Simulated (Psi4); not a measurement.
C$_{2}$HCl$_{3}$, charge +1, doublet, at a GFN2-xTB geometry (a state made from the parent by changing its charge; the spin is typed, not shown lowest). Base run: PBE0/STO-3G (Psi4).

The Psi4 input:
```
memory 2 GB

molecule mol {
1 2
Cl    2.151489    0.629981   -0.025586
C     0.988451   -0.545087   -0.034370
C    -0.374107   -0.272925    0.000021
Cl   -0.971120    1.301742    0.054531
Cl   -1.474931   -1.550040   -0.012761
H     1.321486   -1.580552   -0.069034
}

set {
  basis sto-3g
  reference uks
}

energy('pbe0')
print_variables()
```

The base run was repeated with changes; each row names its change, and settings that it needs were set with it.

```csv
change,ΔE vs base (µEh),SCF cycles,grid points,basis functions
base,0.0,10,122222,38
dft_radial_points = 35,1060,10,58075,38
e_convergence = 1e-4,0.0,10,122222,38
dft_spherical_points = 434,-0.1,10,175478,38
basis_guess = sto-3g,0.0,1,122222,38
guess = sap,0.0,11,122222,38
dft_radial_scheme = mura,9.9,10,126378,38
puream = false,-1.0,10,122222,38
scf_type = out_of_core,2529,10,122222,38
dft_pruning_scheme = robust,0.0,10,81888,38
guess = huckel,0.0,12,122222,38
dft_pruning_scheme = treutler,-86.7,10,64464,38
d_convergence = 1e-10,0.0,15,122222,38
```

Open shells are given as the SCF converged; they aren't shown to be the lowest states, and a large step between rows can be another state.
